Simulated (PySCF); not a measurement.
AlH7O2Si2, SMILES [SiH2]([Al]([OH])[OH])[SiH3].

Geometry: B3LYP-D3(BJ)/def2-SVP. The structure was generated by enumeration; whether it is a known compound was not checked. Other conformers were not sampled.

Method: IEF-PCM-ωB97X/def2-SVP (PySCF 2.14.0).

The values are the electrostatic part of the solvation free energy, E(continuum) − E(gas) at the gas-phase geometry, in a cavity of scaled van der Waals radii (PySCF's table); cavitation and dispersion terms are not included. A continuum can't describe solvent molecules that bind to the metal. In vacuum the orbital gap is 11.19 eV. The dipole moment in vacuum is 2.94 D.

### Question
Estimate the values in water (ε = 78.36), acetone (ε = 20.49), ethanol (ε = 24.85). (An estimate is asked for; the answer gives what the named calculation found.)

### Answer

```csv
solvent,ε,ΔG(elec) (kcal/mol),dipole (D),gap (eV)
water,78.36,-8.6,3.66,11.38
acetone,20.49,-8.0,3.61,11.36
ethanol,24.85,-8.2,3.62,11.37
```
